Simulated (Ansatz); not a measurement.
System: BH3, net charge 1, doublet state. 
Coordinates optimised at B3LYP-D3(BJ)/def2-TZVP (Ansatz, a first-principles code):
```
B
H 1 1.1697
H 1 1.2751 2 144.83
H 1 1.2751 2 144.83 3 -180.00
```
Charge +1, spin multiplicity 2.

Total electronic energies in hartree. Correlated levels leave the core frozen unless marked. UHF or UKS for open shells. No spin-orbit coupling. Non-relativistic. CBS marks a two-point X^-3 extrapolation of the correlation energy; Hartree-Fock from the larger set. The bracket is a focal-point correction in the basis named.

| level | program | energy (Eh) |
|---|---|---|
| HF/aug-cc-pVDZ | Ansatz | -25.98101 |
| HF/cc-pVDZ | Ansatz | -25.97985 |
| HF/def2-TZVPPD | Ansatz | -25.98888 |
| RI-HF/aug-cc-pVQZ | Ansatz | -25.99023 |
| RI-HF/def2-QZVPP | Ansatz | -25.99044 |
| B3LYP-D3(BJ)/def2-TZVPD | Ansatz + dftd3 | -26.18294 |
| PBE0/6-31G* | Ansatz | -26.11664 |
| PBE0-D3(BJ)/def2-TZVPD | Ansatz + dftd3 | -26.12995 |
| MP2/6-31G* | Ansatz | -26.02991 |
| RI-MP2/def2-TZVPPD | Ansatz | -26.07274 |
| RI-MP2/CBS(def2-TZVPPD,def2-QZVPPD) | Ansatz | -26.0832 |
| SCS-MP2/def2-SVP | Ansatz | -26.03458 |
| SCS-MP2/def2-QZVPP | Ansatz | -26.09017 |
| RI-MP2/CBS(def2-TZVPPD,def2-QZVPPD)+[CCSD(T)-MP2]/def2-QZVPPD | Ansatz | -26.1038 |
| CCSD(T)/CBS(aug-cc-pVTZ,aug-cc-pVQZ) | Ansatz | -26.1029 |

Totals of different functionals don't rank their quality; only differences between species are comparable.
